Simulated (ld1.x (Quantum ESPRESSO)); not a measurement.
**What one change does to a pseudopotential (manganese, TM)**

- Element: manganese
- Generator: ld1.x (Quantum ESPRESSO) 7.5
- Type: norm-conserving Troullier–Martins (Kleinman–Bylander form)
- Functional: LDA (PZ)
- Relativity: scalar-relativistic
- Frozen core: [Ar]
- Valence charge: 7
- Reference configuration: 3d5 4s1 4p0 (charge +1)
- Partial waves: 4s (bound): rc 2.45 bohr; 4p (bound, empty): rc 1.95 bohr; 3d (bound): rc 1.90 bohr
- Local potential: all-electron potential smoothed inside 1.90 bohr (lloc = -1)
- Core correction: Bessel-smoothed model core inside 1.65 bohr

Change: core correction Bessel-smoothed model core inside 1.10 bohr.

Cutoffs: the cutoffs (Ry, on a coarse ladder) from which the occupation-weighted sum of valence levels, in a spherical-Bessel basis at the reference potential, stays within 10 and 1 mRy of its value at 400 Ry; they do not see the model core or the augmentation charge, which bear on the density cutoff. Errors are all-electron minus pseudo energies relative to the spin-unpolarised reference configuration.

Problem. How do hardness, ghosts and transferability respond?

Solution. The potential gets neither clearly harder nor softer (70 Ry and 110 Ry → 70 Ry and 110 Ry); both files keep a bound ghost (s); the number of tests that count goes from 8 to 9; of the 8 tests that both files solve, the error grows in 0 and shrinks in 2 by more than 15 % and 0.3 meV (median size 11.1 → 7.4 meV). A model core, the more so a compact one, raises the density cutoff, which this test does not measure.

| quantity | base | changed |
| --- | --- | --- |
| cutoff, loose | 70 Ry | 70 Ry |
| cutoff, tight | 110 Ry | 110 Ry |
| bound ghosts | s | s |
| tests counted (converged, no solver errors) | 8 of 9 | 9 of 9 |
| error for 3d5 4s2 4p0, meV [ΔE -8.65 eV] | +2.5 | +2.2 |
| error for 3d5 4s0 4p0, meV [ΔE 15.88 eV] | -12 | -12 |
| error for 3d4 4s0 4p0, meV [ΔE 48.69 eV] | -220 | -233 |
| error for 3d4 4s2 4p0, meV [ΔE 4.79 eV] | +11 | -2.7 |
| error for 3d5 4s1.5 4p0, meV [ΔE -5.19 eV] | +0.7 | +0.7 |
| error for 3d3 4s0 4p0, meV [ΔE 99.73 eV] | -947 | -1047 |
| error for 3d5 4s0 4p1, meV [ΔE 4.82 eV] | -1.9 | -2.0 |
| error for 3d5 4s1 4p0 (spin-polarised), meV [ΔE -6.11 eV] | +1338 | +214 |
| s: phases at 2.65 bohr within 0.05 rad from the reference energy up to (Ry; the scan ends near 5) | -0.3 | -0.3 |
| p: phases at 2.65 bohr within 0.05 rad from the reference energy up to (Ry; the scan ends near 5) | 0.3 | 0.3 |
| d: phases at 2.65 bohr within 0.05 rad from the reference energy up to (Ry; the scan ends near 5) | 0.4 | 0.4 |

Base: Tests not counted: 3d5 4s2 4p0 (spin-polarised) (solver errors, printed error -383 eV). These tests converged, but a pseudo level misses the all-electron one widely, so the file describes the atom poorly there or has found another state: 3d3 4s0 4p0: empty 4s by 11.9 eV (a node warning on the way). Changed file: These tests converged, but a pseudo level misses the all-electron one widely, so the file describes the atom poorly there or has found another state: 3d3 4s0 4p0: empty 4s by 12.1 eV (a node warning on the way). A true bound ghost makes a file unfit for plane-wave use even where its test errors are small: the radial tests pick states by their node count and pass the ghost by. Where a test does run into it, the solver fails or the error is huge.
